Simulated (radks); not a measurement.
Values are calculated unless marked as measured or tabulated.
Question: All-electron atom: Gd I in [Xe] 4f7 5d1 6s2 (the NIST ground configuration). Code: a radial shooting solver on a logarithmic mesh with Libxc functionals. Model: scalar-relativistic Kohn-Sham, exchange-only PBE, spin-polarised, spherical densities, point nucleus; open shells are filled with parallel spins first (spin-orbit coupling, left out, can overturn this in heavy ions). Some entries of the table are withheld. Estimate them.

orbital,occ.,eigenvalue (Ry),<r^2> (bohr^2)
1s up,1,-3682.602,0.0006547
1s down,1,-3682.601,0.0006547
2s up,1,-607.9137,0.01027
2s down,1,-607.9083,0.01027
2p up,3,-540.9334,0.008282
2p down,3,-540.9295,0.008281
3s up,1,-134.7174,0.06830
3s down,1,-134.5168,0.06817
3p up,3,-113.9728,0.06850
3p down,3,-113.7728,0.06834
3d up,5,-86.57934,0.05757
3d down,5,-86.42545,0.05738
4s up,1,-27.21158,0.3451
4s down,1,-26.72841,0.3450
4p up,3,-20.37532,0.3897
4p down,3,-19.89486,0.3898
4d up,5,-10.92367,0.4692
4d down,5,-10.44646,0.4709
5s up,1,-3.68132,1.978
5s down,1,-3.39919,2.047
5p up,3,-2.01141,(1)
5p down,3,-1.78936,(2)
4f up,7,(3),0.9575
6s up,1,(4),18.12
4f down,0,(5),1.145
6s down,1,(6),21.20
5d up,1,-0.16991,9.817
5d down,0,-0.07395,15.62

Answer: 
(1) 5p up <r^2> (bohr^2): 2.741
(2) 5p down <r^2> (bohr^2): 2.882
(3) 4f up eigenvalue (Ry): -0.70344
(4) 6s up eigenvalue (Ry): -0.28022
(5) 4f down eigenvalue (Ry): -0.27222
(6) 6s down eigenvalue (Ry): -0.22577
